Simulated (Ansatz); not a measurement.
The inner images of a band of BrH + Cl2F4Mo (9 atoms, charge 0, multiplicity 1) are given out of order.

Level of theory: RKS PBE/def2-SVP (Ansatz).

First end point:

```xyz
9
Properties=species:S:1:pos:R:3
Mo -0.113 -0.248 -0.210
Cl 0.588 -0.324 2.001
F 1.564 -0.788 -0.772
Cl 0.477 1.945 -0.443
F -1.811 0.238 0.336
F -0.612 -2.033 -0.082
F -0.707 -0.306 -1.967
Br 1.915 3.213 2.432
H 1.569 1.832 2.672
```

Last end point:

```xyz
9
Properties=species:S:1:pos:R:3
Mo 0.435 0.114 -0.420
Cl 0.214 1.390 3.832
F 1.567 -0.323 -1.814
Cl 0.270 2.283 -1.144
F -0.804 0.451 0.948
F 0.470 -1.658 0.137
F -1.004 -0.350 -1.507
Br 2.291 0.621 1.067
H -0.570 1.001 2.867
```

Problem. Put them in order from the first end to the last, with their energies above the first end.
A.
```xyz
9
Properties=species:S:1:pos:R:3
Mo 0.378 0.115 -0.469
Cl -0.164 0.790 4.031
F 1.614 -0.201 -1.809
Cl 0.137 2.302 -1.123
F -0.924 0.349 0.828
F 0.493 -1.668 0.033
F -0.955 -0.385 -1.665
Br 2.170 0.661 1.110
H 0.120 1.565 3.032
```
B.
```xyz
9
Properties=species:S:1:pos:R:3
Mo 0.035 0.186 -0.085
Cl -0.491 0.620 2.417
F 1.530 0.007 -1.166
Cl -0.132 2.454 -0.125
F -1.650 -0.515 0.222
F 0.643 -1.397 0.644
F -0.727 0.229 -1.778
Br 2.479 0.997 1.464
H 1.181 0.949 2.373
```
C.
```xyz
9
Properties=species:S:1:pos:R:3
Mo -0.235 0.077 -0.100
Cl -0.423 0.532 2.201
F 1.519 0.224 -0.653
Cl -0.447 2.340 -0.343
F -1.971 -0.530 0.055
F 0.361 -1.583 0.463
F -0.625 -0.141 -1.896
Br 3.017 1.424 1.874
H 1.674 1.184 2.364
```
D.
```xyz
9
Properties=species:S:1:pos:R:3
Mo 0.250 0.169 -0.288
Cl -0.428 0.796 3.112
F 1.579 -0.264 -1.498
Cl -0.257 2.394 -0.158
F -1.426 -0.260 0.356
F 0.665 -1.422 0.555
F -0.672 0.196 -1.899
Br 2.332 0.945 1.026
H 0.828 0.974 2.760
```
E.
```xyz
9
Properties=species:S:1:pos:R:3
Mo -0.219 -0.183 -0.153
Cl 0.094 -0.142 2.142
F 1.603 -0.369 -0.409
Cl -0.055 2.089 -0.313
F -2.050 -0.079 0.080
F -0.362 -2.033 -0.080
F -0.465 -0.315 -1.986
Br 2.462 2.905 2.145
H 1.862 1.655 2.539
```
F.
```xyz
9
Properties=species:S:1:pos:R:3
Mo 0.327 0.144 -0.403
Cl -0.499 1.056 3.562
F 1.607 -0.089 -1.718
Cl -0.075 2.385 -0.634
F -1.123 0.032 0.731
F 0.605 -1.608 0.137
F -0.838 -0.206 -1.803
Br 2.196 0.754 1.120
H 0.668 1.061 2.975
```
G.
```xyz
9
Properties=species:S:1:pos:R:3
Mo -0.322 -0.064 -0.122
Cl -0.221 0.163 2.176
F 1.510 0.124 -0.255
Cl -0.624 2.181 -0.423
F -2.147 -0.351 -0.031
F -0.069 -1.893 0.071
F -0.405 -0.335 -1.953
Br 3.103 2.281 2.019
H 2.045 1.423 2.484
```

Solution. E (+0.01 eV), G (+0.04 eV), C (+0.41 eV), B (+0.83 eV), D (+0.67 eV), F (+0.28 eV), A (+0.12 eV).

Time of the run: 13 min on 4 threads of Arm Neoverse V1 (shared host), peak memory 0.48 GiB.
